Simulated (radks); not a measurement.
Results of a calculation; reference values are marked as such.
Valence configurations of Lu2+ (all share [Xe]). Code: a radial shooting solver on a logarithmic mesh with Libxc functionals. Model: scalar-relativistic Kohn-Sham, BLYP, spin-polarised, spherical densities, finite nucleus; open shells are filled with parallel spins first (spin-orbit coupling, left out, can overturn this in heavy ions); Fermi nuclear charge, rms radius 5.37 fm. Energies are relative to 4f14 6s1; eigenvalues in eV for spin up.

| valence | E (eV) | moment (Bohr magnetons) | e(4f) | e(5d) | e(6p) | e(6s) |
|---|---|---|---|---|---|---|
| 4f14 6s1 | 0.000 | 1 | -26.681 | - | - | -18.025 |
| 4f14 5d1 | 1.279 | 1 | -24.183 | -15.369 | - | - |
| 4f12 5d2 6s1 | 29.801 | 5 | -43.414 | -20.920 | - | -19.766 |
| 4f13 6s2 | 13.232 | 1 | -37.730 | - | - | -19.624 |
| 4f10 5d4 6s1 | 83.282 | 9 | -62.335 | -24.577 | - | -20.981 |
| 4f14 6s0.5 6p0.5 | 2.731 | 1 | -27.394 | - | -12.947 | -18.410 |
| 4f13.5 6s1 6p0.5 | 8.163 | 2 | -32.717 | - | -13.690 | -19.497 |
| 4f14 5d0.5 6s0.5 | 0.588 | 1 | -25.410 | -16.153 | - | -17.438 |
| 4f13.5 5d0.5 6s1 | 5.472 | 2 | -30.631 | -17.983 | - | -18.531 |
| 4f13 6s1 6p1 | 18.655 | 3 | -39.049 | - | -14.727 | -20.896 |

NIST lists [Xe] 4f14 6s1 as the ground configuration; this level of theory agrees among the configurations tried. The energies are those of spherical high-spin densities, not of single terms.
